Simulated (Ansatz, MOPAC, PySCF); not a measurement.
Complex: HF (SMILES F) (first 2 atoms) with CH4O (SMILES CO); geometry from B3LYP-D3(BJ)/def2-TZVP, rigid monomers moved along the line of their centres of mass till H2···O4 is 1.89 Å.
(charge 0, multiplicity 1):
```xyz
8

F      0.0851     0.0129     0.2358
H     -0.2159    -0.0603     1.1336
C      0.5075     0.4024     3.7597
O     -0.5618    -0.1573     2.9859
H      0.2359     0.4546     4.8158
H      0.6665     1.4095     3.3819
H      1.4293    -0.1715     3.6408
H     -0.7368    -1.0572     3.2813
```

Monomers are frozen at their geometry in the pair; levels with a basis set take the counterpoise correction. Rows marked so take none.

Correlated levels freeze the cores. CBS: X⁻³ extrapolation of the correlation energy, Hartree–Fock from the larger set. Rows in 3-21G, 6-31G*, STO-3G carry no dispersion term and start afresh at each structure (6-31G* with six Cartesian d functions). MP2/6-31G* freezes PySCF's default core. The state that AM1 reach isn't checked.

Codes used: Ansatz (Gaussian basis) for Hartree–Fock, density functionals and correlated methods; MOPAC for AM1 (differences of heats of formation); PySCF for 3-21G rows, 6-31G* rows, STO-3G rows, the dispersion terms. 

Other levels give for the interaction energy: PBE/def2-TZVPPD -9.38; B3LYP/def2-TZVPPD -9.06; B3LYP-D3(BJ)/def2-TZVPPD -9.87; wB97M-V/def2-TZVPPD -9.51; MP2/CBS(aug-cc-pVDZ, aug-cc-pVTZ) + ΔCCSD(T)/aug-cc-pVDZ -9.24 kcal/mol.

What do these common cheap choices give for the same quantity: AM1, HF/STO-3G (no counterpoise), HF/3-21G (no counterpoise), HF/6-31G*, B3LYP/3-21G (no counterpoise), B3LYP/6-31G*, M06-2X/6-31G* (no counterpoise), MP2/6-31G* (no counterpoise)?

AM1 -2.93; HF/STO-3G (no counterpoise) -6.25; HF/3-21G (no counterpoise) -14.40; HF/6-31G* -8.76; B3LYP/3-21G (no counterpoise) -15.85; B3LYP/6-31G* -9.31; M06-2X/6-31G* (no counterpoise) -11.13; MP2/6-31G* (no counterpoise) -11.20 kcal/mol. They span -15.85 to -2.93 kcal/mol.

Ansatz is a first-principles code.
